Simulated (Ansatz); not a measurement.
`[BH2][Al]([CH3])[CH3]` + `[SnH4]` → `[CH3][Al]([CH3])[SnH3]` + BH₃  (formal exchange of groups at the Al–B bond)

Calculated with Ansatz (gas phase, PBE0-D4/def2-TZVP geometries, no zero-point term in ΔE). CCSD(T)/CBS is the MP2 limit (def2-TZVPP, def2-QZVPP) plus CCSD(T) − MP2 in def2-TZVPP, frozen cores. This one scheme is used for every species. DFT in def2-TZVPP. Elements past krypton have def2 core potentials. For Sn outer-core shells are correlated without core-valence functions, which leaves a few kJ/mol of doubt a bond.

Question: Is it downhill or uphill in electronic energy at CCSD(T)/CBS, and by how much? (An estimate is asked.)

Answer: Computed: Downhill: ΔE = -80.9 kJ/mol.

Question: What do these levels give: r2SCAN-D4, PBE, CCSD/def2-TZVPP, HF/def2-QZVPP, MP2/def2-QZVPP, MP2/CBS(def2)? (An estimate is asked.)

Answer: The calculation gave: r2SCAN-D4 -73.5, PBE -69.5, CCSD/def2-TZVPP -72.9, HF/def2-QZVPP -73.3, MP2/def2-QZVPP -87.9, MP2/CBS(def2) -91.2 kJ/mol.

Largest T1 diagnostic among the species: 0.013.

The D4 term adds −3.4 kJ/mol with B3LYP and −2.1 kJ/mol with PBE0; it sums over pairs of atoms, weighted by their polarisabilities, and B3LYP, whose exchange is more repulsive, gets the larger term.

B3LYP here is the variant with VWN-RPA as its local correlation; programs differ in this.
